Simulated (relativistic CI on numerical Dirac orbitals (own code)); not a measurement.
## Mn VI: from the plainest model towards the measured levels

Calculated with a relativistic CI code on KLI orbitals (one set per configuration, finite nucleus), adding one ingredient at a time: step 1, Dirac-Coulomb, each configuration alone; step 2, with Breit and QED terms; step 3, with configuration mixing; step 4, with scaled Slater integrals (0.9); step 5, with a P86 correlation estimate; step 6, tied to the ionisation limit. P86 is a density functional for the correlation energy, evaluated here for each configuration and added to its levels. Step 6 is semi-empirical: configurations made of the next ion and one excited electron move by -1555 cm⁻¹, so that their limit matches the tabulated ionisation energy, and those with a non-penetrating f or g electron also take the P86 value of the least penetrating other one.

Configuration list (outside the closed core [Ne]): 3s²3p⁶3d², 3s²3p⁶3d4s, 3s²3p⁶3d4p, 3s²3p⁶3d4d, 3s²3p⁵3d³, 3s3p⁶3d³, 3s²3p⁶3d5s, 3s²3p⁶3d4f, 3s²3p⁶3d5p, 3s²3p⁶4s², 3s²3p⁶3d5d, 3s²3p⁶3d5f, 3s²3p⁶4s4p, 3s²3p⁵3d²4s, 3p⁶3d⁴, 3p⁵3d⁵.

Computed minus measured energy above the ground level, in cm⁻¹, for 18 of the 38 excited levels that pair in every step (one J of a term; a digit in brackets numbers repeated terms):

| Configuration | Term | J | Measured | Step 1 | Step 2 | Step 3 | Step 4 | Step 5 | Step 6 |
| --- | --- | --- | --- | --- | --- | --- | --- | --- | --- |
| 3s²3p⁶3d² | 3F | 3 | 746 | 60 | -30 | -31 | -29 | -29 | -29 |
| 3s²3p⁶3d² | 1D | 2 | 15336 | 3429 | 3354 | 2178 | 621 | 623 | 623 |
| 3s²3p⁶3d² | 3P | 0 | 17782 | 4006 | 3998 | 2185 | 429 | 432 | 432 |
| 3s²3p⁶3d² | 1G | 4 | 25511 | 3288 | 3138 | 2715 | 42 | 42 | 42 |
| 3s²3p⁶3d4s | 3D | 1 | 250097 | 776 | 1064 | 2582 | 1117 | 8041 | 6487 |
| 3s²3p⁶3d4s | 1D | 2 | 255240 | 1893 | 2081 | 3212 | 1287 | 8211 | 6657 |
| 3s²3p⁶3d4p | 1D° | 2 | 319821 | 201 | 369 | -923 | -1459 | 5900 | 4355 |
| 3s²3p⁶3d4p | 3D° | 1 | 321694 | 104 | 315 | -991 | -1751 | 5604 | 4060 |
| 3s²3p⁶3d4p | 3F° | 2 | 323796 | 75 | 276 | -304 | -1361 | 5998 | 4453 |
| 3s²3p⁶3d4p | 3P° | 1 | 329634 | 930 | 1107 | 188 | -1416 | 5939 | 4395 |
| 3s²3p⁶3d4p | 1F° | 3 | 333054 | 1205 | 1318 | 1065 | -993 | 6370 | 4820 |
| 3s²3p⁶3d4p | 1P° | 1 | 336131 | 1715 | 1819 | 597 | -1633 | 5736 | 4190 |
| 3s²3p⁶3d4d | 1F | 3 | 429105 | -2024 | -1994 | -566 | -1249 | 6406 | 4852 |
| 3s²3p⁶3d4d | 3D | 2 | 431059 | -2214 | -2188 | -674 | -1532 | 6121 | 4567 |
| 3s²3p⁶3d4d | 3G | 3 | 432090 | -2157 | -2087 | -589 | -1594 | 6059 | 4505 |
| 3s²3p⁶3d4d | 1P | 1 | 432313 | -1371 | -1376 | 93 | -924 | 6729 | 5175 |
| 3s²3p⁶3d4d | 3S | 1 | 436451 | -1782 | -1781 | -173 | -1581 | 6073 | 4518 |
| 3s²3p⁶3d4d | 3F | 2 | 439105 | 929 | 1009 | 2624 | 600 | 8252 | 6698 |

Mean absolute errors in cm⁻¹, over all paired levels and for the configurations:

```tsv
Configuration, levels	Step 1	Step 2	Step 3	Step 4	Step 5	Step 6
all, 38	1466	1519	1397	1031	5544	4279
3s²3p⁶3d², 7	2718	2640	1640	285	286	287
3s²3p⁶3d4s, 4	1092	1308	2728	1147	8071	6517
3s²3p⁶3d4p, 12	559	697	587	1483	5876	4330
3s²3p⁶3d4d, 15	1708	1710	1577	988	7057	5503
```

Measured levels: Corliss and Sugar, J. Phys. Chem. Ref. Data 6, 1253 (1977). Some J values or terms of the table were assigned by a fit.

What does each ingredient do to the ground and the excited configurations, and where is the model closest to experiment?

Terms of the ground configuration are off by 2718 at first, 1640 with mixing and 285 after scaling, which stands in for the correlation that narrows term splittings. The Breit and QED terms change the top of the ground term (measured 1669) from 1827 to 1612. Mixing lowers the ground level by 1639; relative to it the configurations that move most are 3s²3p⁶3d4d by +1458, 3s²3p⁶3d4s by +1420, 3s²3p⁶3d4p by -920. The P86 estimate moves 3s²3p⁶3d4d by +7654, 3s²3p⁶3d4p by +7358, 3s²3p⁶3d4s by +6924, and takes the mean absolute error of the excited configurations from 1200 to 6731; it overshoots. Step 6 takes that error from 6731 to 5180. The mean absolute error is lowest at step 4 (1031 cm⁻¹), and the largest single drop is from step 5 to 6 (5544 to 4279).
